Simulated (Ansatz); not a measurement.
Basis-set extrapolation for CH$_{7}$FSi$_{3}$, SMILES `F[Si]1([SiH3])C[SiH2]1` (PBE0-D4/def2-TZVP geometry, frozen core, the Gaussian-basis code of Ansatz). Multiplicity 1, RHF reference.

```csv
,def2-TZVPP,def2-QZVPP
HF,-1008.271376,-1008.304613
MP2 correlation,-0.791316,-0.853557
CCSD(T) correlation,-0.884036,not run
```

Energies in hartree. Use E(X) = E(∞) + A·exp(−7.88·√X) for Hartree–Fock and E(X) = E(∞) + B·X^(−2.97) for correlation, with X = 3 and 4, and add CCSD(T) minus MP2 of the smaller set to the MP2 limit.

What is the CCSD(T) energy at the basis-set limit?

HF limit: -1008.304613 + (-0.033237) × 0.13774 = -1008.30919. MP2 limit: -0.853557 + (-0.062241) × 0.74074 = -0.89966. Higher-order term: -0.884036 − (-0.791316) = -0.09272. Total: -1009.30157 hartree, 383.7 kJ/mol below CCSD(T)/def2-TZVPP.
